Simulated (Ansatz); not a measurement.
`[SiH3][SeH]` → `[SeH]`• + `[SiH3]`•  (homolysis of the Se–Si bond)

Calculated with Ansatz (gas phase, PBE0-D4/def2-TZVP geometries, no zero-point term in ΔE). CCSD(T)/CBS adds triple-zeta CCSD(T) − MP2 to the extrapolated MP2 energy (def2 sets, frozen cores). This one scheme is used for every species. Functionals use def2-TZVPP. B3LYP here is the variant with VWN-RPA as its local correlation; programs differ in this. No spin–orbit coupling; open shells (•) take unrestricted orbitals. For Se outer-core shells are correlated without core-valence functions, which leaves a few kJ/mol of doubt a bond. Scalar relativity is left out up to krypton.

`[SiH3][SeH]`:

Cartesian coordinates in Å:
```
Si -0.424 -0.302 0.246
Se 1.463 0.974 0.168
H -1.591 0.419 -0.322
H -0.645 -0.566 1.688
H -0.243 -1.582 -0.483
H 1.441 1.057 -1.298
```

`[SeH]`•:

Z-matrix (Å, degrees):
```
Se
H 1 1.471
```

`[SiH3]`•:

```xyz
4

Si   -0.018   -0.054   -0.333
H     0.268   -1.358    0.322
H    -1.328    0.492    0.107
H     1.079    0.920   -0.096
```

CCSD(T)/CBS gives +3.64 eV.

Task: Another level gave +3.35 eV. Which?
A. PBE0/def2-TZVPP
B. B3LYP/def2-TZVPP
C. BHLYP-D4/def2-TZVPP
D. HF/def2-TZVPP

Result: C. BHLYP-D4 3.35, HF/def2-TZVPP 2.43, PBE0 3.43, B3LYP 3.28 eV.

Largest T1 diagnostic among the species: 0.015.

Leaving LDA and LC-ωPBE aside and taking each functional with its dispersion term where it has one, the values, not all of them listed here, spread over 0.23 eV, from BLYP-D4 to ωB97X-V. LDA lies +0.58 eV from PBE without D4, its usual overbinding. In def2-TZVPP, CCSD(T) changes the Hartree–Fock value by +1.02 eV (the triples alone add +0.09 eV) and MP2 by +1.16 eV; breaking electron pairs costs correlation energy, which Hartree–Fock lacks.
